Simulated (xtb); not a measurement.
technetium atom (Tc), sextet (GFN-xTB shapes and energies of metal compounds can be far from the true ones); xtb 6.7.1 with GFN1-xTB.

The xtb input:
```
$ xtb mol.xyz --gfn 1 --uhf 5 --acc 30 --json

# file mol.xyz
1

Tc     0.00000000     0.00000000     0.00000000
```

It wrote (shortened):

```
   ID    Z sym.   atoms
    1   43 Tc     1

           -------------------------------------------------
          |                Calculation Setup                |
           -------------------------------------------------

           -------------------------------------------------
          |                 G F N 1 - x T B                 |
           -------------------------------------------------

          ...................................................
          :                      SETUP                      :
          :.................................................:
          :  # basis functions                  10          :
          :  # atomic orbitals                   9          :
          :  # shells                            3          :
          :  # electrons                         7          :
          :  # halogen bonds                     0          :
          :  max. iterations                   250          :
          :  Hamiltonian                  GFN1-xTB          :
          :  restarted?                      false          :
          :  GBSA solvation                  false          :
          :  PC potential                    false          :
          :  electronic temp.          300.0000000     K    :
          :  accuracy                   30.0000000          :
          :  -> integral cutoff          0.2000000E+02      :
          :  -> integral neglect         0.3000000E-06      :
          :  -> SCF convergence          0.3000000E-04 Eh   :
          :  -> wf. convergence          0.6000000E-03 e    :
          :  Broyden damping             0.4000000          :
          :  net charge                          0          :
          :  unpaired electrons                  5          :
          ...................................................

 iter      E             dE          RMSdq      gap      omega  full diag
   1     -2.0996191 -0.209962E+01  0.144E+01    0.21       0.2  T
   2     -2.1000772 -0.458075E-03  0.119E+01    0.16       0.2  T
   3     -2.1007440 -0.666862E-03  0.101E+01    0.11       0.1  T
   4     -2.1012542 -0.510134E-03  0.890E+00    0.07       0.1  T
   5     -2.1014086 -0.154397E-03  0.738E+00    0.05       0.1  T
   6     -2.1014239 -0.153485E-04  0.527E+00    0.05       0.0  T
   7     -2.1014243 -0.355974E-06  0.324E+00    0.04       0.0  T
   8     -2.1014243 -0.414158E-10  0.174E+00    0.04       0.0  T
[...]
         :: total energy              -2.101424273077 Eh    ::
[...]
         :: dispersion energy          0.000000000000 Eh    ::
         :: halogen bond corr.         0.000000000000 Eh    ::
         :: add. restraining           0.000000000000 Eh    ::
         :: total charge              -0.000000000164 e     ::
         :::::::::::::::::::::::::::::::::::::::::::::::::::::

           -------------------------------------------------
          |                Property Printout                |
           -------------------------------------------------

    * Orbital Energies and Occupations

         #    Occupation            Energy/Eh            Energy/eV
      -------------------------------------------------------------
         1        1.2000           -0.2861710              -7.7871
         2        1.2000           -0.2861710              -7.7871
         3        1.2000           -0.2861710              -7.7871
         4        1.2000           -0.2861710              -7.7871
         5        1.2000           -0.2861710              -7.7871
         6        0.5195           -0.1613416              -4.3903 (HOMO)
         7        0.1602           -0.1596930              -4.3455 (LUMO)
         8        0.1602           -0.1596930              -4.3455
         9        0.1602           -0.1596930              -4.3455
      -------------------------------------------------------------
                  HL-Gap            0.0016486 Eh            0.0449 eV
             Fermi-level           -0.2243777 Eh           -6.1056 eV

  Mulliken/CM5 charges         n(s)   n(p)   n(d)
     1Tc   -0.00000 -0.00000   0.520  0.480  6.000

Wiberg/Mayer (AO) data.
largest (>0.10) Wiberg bond orders for each atom

 ---------------------------------------------------------------------------
     #   Z sym  total        # sym  WBO       # sym  WBO       # sym  WBO
 ---------------------------------------------------------------------------
     1  43 Tc   0.000
 ---------------------------------------------------------------------------

 dipole moment from electron density (au)
     X       Y       Z
   0.0000   0.0000   0.0000  total (Debye):    0.000

           -------------------------------------------------
          | TOTAL ENERGY               -2.101424273077 Eh   |
          | GRADIENT NORM               0.000000000000 Eh/α |
          | HOMO-LUMO GAP               0.044859940136 eV   |
           -------------------------------------------------

normal termination of xtb
```
